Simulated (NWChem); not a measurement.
System: CBrCl2F; SMILES FC(Cl)(Cl)Br

Here is an NWChem input.

```
start job
memory heap 200 mb stack 900 mb global 1100 mb
geometry units angstroms noautoz
  F      1.607770     0.612719     0.000000
  C      0.289810     0.470061     0.000000
  Cl    -0.365675     1.231926    -1.449050
  Cl    -0.365675     1.231926     1.449050
  Br    -0.112682    -1.432070     0.000000
end
basis spherical
  * library def2-svp
end
dft
  xc r2scan
  iterations 150
  vectors input atomic output neutral.movecs
end
task dft energy
charge 1
dft
  odft
  mult 2
  vectors input atomic output cation.movecs
end
task dft energy
```

Parts of the log:

```
             Northwest Computational Chemistry Package (NWChem) 7.3.0
             --------------------------------------------------------

 CS  symmetry detected

                             Geometry "geometry" -> ""
                             -------------------------

 Output coordinates in angstroms (scale by  1.889725989 to convert to a.u.)

  No.       Tag          Charge          X              Y              Z
 ---- ---------------- ---------- -------------- -------------- --------------
    1 F                    9.0000     1.60494903    -0.62409723     0.00000000
    2 C                    6.0000     0.28814240    -0.47115876     0.00000000
    3 Cl                  17.0000    -0.37326792    -1.22788543    -1.44905000
    4 Cl                  17.0000    -0.37326792    -1.22788543     1.44905000
    5 Br                  35.0000    -0.09949389     1.43405521     0.00000000

 Effective nuclear repulsion energy (a.u.)     526.1276272949

      Symmetry information
      --------------------

 Group name             Cs
 Group number              2
 Group order               2
 No. of unique centers     4

                                 NWChem DFT Module
                                 -----------------

 Summary of "ao basis" -> "ao basis" (spherical)
 ------------------------------------------------------------------------------
       Tag                 Description            Shells   Functions and Types
 ---------------- ------------------------------  ------  ---------------------
 F                          def2-svp                 6       14   3s2p1d
 C                          def2-svp                 6       14   3s2p1d
 Cl                         def2-svp                 8       18   4s3p1d
 Br                         def2-svp                12       32   5s4p3d

      Symmetry analysis of basis
      --------------------------

        a'         60
        a"         36

            General Information
            -------------------
          SCF calculation type: DFT
          Wavefunction type:  closed shell.
          No. of atoms     :     5
          No. of electrons :    84
           Alpha electrons :    42
            Beta electrons :    42
          Charge           :     0
          Spin multiplicity:     1
          Use of symmetry is: on ; symmetry adaption is: on
          Maximum number of iterations: 150
          AO basis - number of functions:    96
                     number of shells:    40
          Convergence on energy requested:  1.00D-06
          Convergence on density requested:  1.00D-05
          Convergence on gradient requested:  5.00D-04

              XC Information
              --------------
                      r^2SCAN Method XC Functional
               r^2SCAN metaGGA Exchange Functional  1.000
                     r^2SCAN Correlation Potential  1.000

             Grid Information
             ----------------
          Grid used for XC integration:  medium
          Radial quadrature: Mura-Knowles
          Angular quadrature: Lebedev.
          Tag              B.-S. Rad. Rad. Pts. Rad. Cut. Ang. Pts.
          ---              ---------- --------- --------- ---------
          F                   0.50       49           8.0       434
          C                   0.70       49           7.0       434
          Cl                  1.00       88           9.0       590
          Br                  1.15      112           8.0       590
          Grid pruning is: on
          Number of quadrature shells:   298
          Spatial weights used:  Erf1

      Superposition of Atomic Density Guess
      -------------------------------------

 Sum of atomic energies:       -3627.65016881

      Non-variational initial energy
      ------------------------------

 Total energy =   -3628.836568
 1-e energy   =   -6092.193555
 2-e energy   =    1937.229360
 HOMO         =      -0.357506
 LUMO         =       0.035307

      Symmetry analysis of molecular orbitals - initial
      -------------------------------------------------

  Numbering of irreducible representations:

     1 a'          2 a"

  Orbital symmetries:

     1 a'          2 a"          3 a'          4 a'          5 a'
     6 a"          7 a'          8 a'          9 a'         10 a'
    11 a"         12 a'         13 a'         14 a"         15 a'
    16 a"         17 a'         18 a"         19 a'         20 a"
    21 a'         22 a'         23 a"         24 a'         25 a"
    26 a'         27 a'         28 a'         29 a"         30 a'
    31 a'         32 a"         33 a'         34 a'         35 a"
    36 a'         37 a'         38 a"         39 a'         40 a"
    41 a'         42 a"         43 a'         44 a'         45 a"
    46 a'         47 a'         48 a"         49 a'         50 a"
    51 a'         52 a'

   convergence    iter        energy       DeltaE   RMS-Dens  Diis-err
 ---------------- ----- ----------------- --------- --------- ---------
 d= 0,ls=0.0,diis     1  -3631.4097566830 -4.16D+03  2.74D-02  1.98D+00
 d= 0,ls=0.0,diis     2  -3630.5206283168  8.89D-01  1.98D-02  1.03D+01
 d= 0,ls=0.0,diis     3  -3631.6441597293 -1.12D+00  2.67D-03  1.62D-02
 d= 0,ls=0.0,diis     4  -3631.6429282236  1.23D-03  1.30D-03  3.04D-02
 d= 0,ls=0.0,diis     5  -3631.6462125505 -3.28D-03  1.93D-04  6.86D-04
  Resetting Diis
 d= 0,ls=0.0,diis     6  -3631.6462710595 -5.85D-05  4.93D-05  1.08D-05
 d= 0,ls=0.0,diis     7  -3631.6462720706 -1.01D-06  4.05D-05  2.34D-06
 d= 0,ls=0.0,diis     8  -3631.6462718262  2.44D-07  2.38D-05  4.19D-06
 d= 0,ls=0.0,diis     9  -3631.6462723727 -5.47D-07  9.09D-07  1.53D-08

         Total DFT energy =    -3631.646272372692
      One electron energy =    -6091.137186349885
           Coulomb energy =     2096.950327311811
    Exchange-Corr. energy =     -163.587040629541
 Nuclear repulsion energy =      526.127627294924

 Numeric. integr. density =       83.999999630009

[...]
```

Level: r2SCAN/def2-SVP, vertical spin-unrestricted ions. Geometry: optimised at PBE0/def2-SVP.
